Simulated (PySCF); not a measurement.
Compound: C₆H₁₁NO₃.
Numbering: `[CH3:1][C:2](=[O:3])[O:4][CH2:5][C:6](=[O:7])[N:8]([CH3:9])[CH3:10]` (hydrogens: H11, H12, H13 on C1; H14, H15 on C5; H16, H17, H18 on C9; H19, H20, H21 on C10)

The calculation used PBE0-D3(BJ)/def2-SVP geometry optimisation, gas phase (PySCF 2.14.0).

What internal coordinates does the optimisation give?

| bond | length (bohr) | order |
| --- | --- | --- |
| C1–C2 | 2.826 | single |
| C2=O3 | 2.270 | double |
| C2–O4 | 2.549 | single |
| O4–C5 | 2.648 | single |
| C5–C6 | 2.896 | single |
| C6=O7 | 2.294 | double |
| C6–N8 | 2.576 | single |
| N8–C9 | 2.719 | single |
| N8–C10 | 2.726 | single |
| C1–H11, C1–H12, C1–H13 | 2.075 | single |
| C5–H14, C5–H15 | 2.080 | single |
| C9–H16 | 2.088 | single |
| C9–H17, C9–H18 | 2.077 | single |
| C10–H19, C10–H20, C10–H21 | 2.081 | single |

Bonds in one row agree within 0.02 bohr and their mean is given. Orders are formal, as drawn. A selection of angles:
| angle | degrees |
| --- | --- |
| C2–C1–H11 | 109.9 |
| C2–C1–H12 | 111.0 |
| C2–C1–H13 | 107.7 |
| H11–C1–H12 | 111.1 |
| H11–C1–H13 | 109.5 |
| H12–C1–H13 | 107.6 |
| C1–C2–O3 | 126.2 |
| C1–C2–O4 | 110.9 |
| O3–C2–O4 | 122.8 |
| C2–O4–C5 | 115.0 |
| O4–C5–C6 | 109.4 |
| O4–C5–H14 | 110.5 |
| O4–C5–H15 | 106.4 |
| C6–C5–H14 | 110.3 |
| C6–C5–H15 | 110.7 |
| H14–C5–H15 | 109.4 |
| C5–C6–O7 | 120.0 |
| C5–C6–N8 | 116.8 |
| O7–C6–N8 | 123.3 |
| C6–N8–C9 | 124.9 |
| C6–N8–C10 | 118.8 |
| C9–N8–C10 | 116.2 |
| N8–C9–H16 | 111.4 |
| N8–C9–H17 | 110.3 |
| H16–C9–H17 | 107.7 |
| N8–C10–H19 | 110.8 |
| N8–C10–H21 | 108.3 |
| H19–C10–H20 | 108.3 |
| H19–C10–H21 | 109.4 |

Torsions: C1–C2–O4–C5 169° (antiperiplanar); C2–O4–C5–C6 -74° (synclinal); O4–C5–C6–O7 -2° (synperiplanar); C5–C6–N8–C9 -2° (synperiplanar). The mirror-image conformer, all signs reversed, is as good.

The 3 C–N bonds span 1.363 Å (C6–N8, drawn single) to 1.442 Å (N8–C10, drawn single), a spread of 0.079 Å. Of the pairs four or more bonds apart, O7···H21 is among the closest relative to their van der Waals radii: 2.24 Å, 82 % of the sum of Bondi's values. The C–C distances run from 1.495 Å (C1–C2, drawn single) to 1.533 Å (C5–C6, drawn single), a spread of 0.038 Å. The C–O distances run from 1.201 Å (C2=O3, drawn double) to 1.401 Å (O4–C5, drawn single), a spread of 0.200 Å. N8 (amide nitrogen) is planar (angles 124.9°, 118.8° and 116.2°, sum 359.9°, 0.03 Å off the plane of its three neighbours).

Point group: C1 (no symmetry element, even within 0.4 Å). Whether it is a minimum is left open (no frequencies). The numbers are those of one conformer.
